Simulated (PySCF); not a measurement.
Vertical excitations of a molecule CH6N2Si2 from PySCF with TDDFT-PBE0/def2-SVPD, as energy in eV (oscillator strength): 3.57 (0.000), 4.68 (0.003), 5.19 (0.015), 5.42 (0.002), 5.92 (0.023), 6.09 (0.009), 6.16 (0.037), 6.32 (0.010), 6.37 (0.015), 6.71 (0.012). Lowest triplet (TDA): 2.80 eV. Coordinates come from a B3LYP-D3(BJ)/def2-SVP optimisation. The values are those of a single conformer.

Problem. Identify the compound among the candidates.
A. N[Si@H]1C=N[SiH2]1
B. N[Si@H]1N=C[SiH2]1
C. C1=N[SiH2]N[SiH2]1

Solution. A, N[Si@H]1C=N[SiH2]1
